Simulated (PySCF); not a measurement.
CH3BeF, SMILES [CH3][Be][F]. Atoms are numbered in the order given.

```xyz
6

Be     0.0000     0.0000    -0.1768
F      0.0000     0.0000    -1.5580
C      0.0000     0.0000     1.5009
H      0.8796     0.5078     1.9081
H      0.0000    -1.0157     1.9081
H     -0.8796     0.5078     1.9081
```
Charge 0, spin multiplicity 1.

Geometry: r2SCAN-D4/def2-TZVP.

All values below come from r2SCAN/def2-TZVPD run with PySCF.

Mulliken values depend strongly on the basis, most of all with diffuse functions as here. ESP charges are fitted to the potential on shells at 1.4 to 2.0 van der Waals radii. Atomic charges (e):

| atom | Mulliken | meta-Löwdin | ESP fit |
|---|---|---|---|
| Be1 | 0.42 | 1.39 | 0.80 |
| F2 | -0.25 | -0.80 | -0.45 |
| C3 | -0.46 | -0.97 | -0.92 |
| H4 | 0.10 | 0.13 | 0.19 |
| H5 | 0.10 | 0.13 | 0.19 |
| H6 | 0.10 | 0.13 | 0.19 |
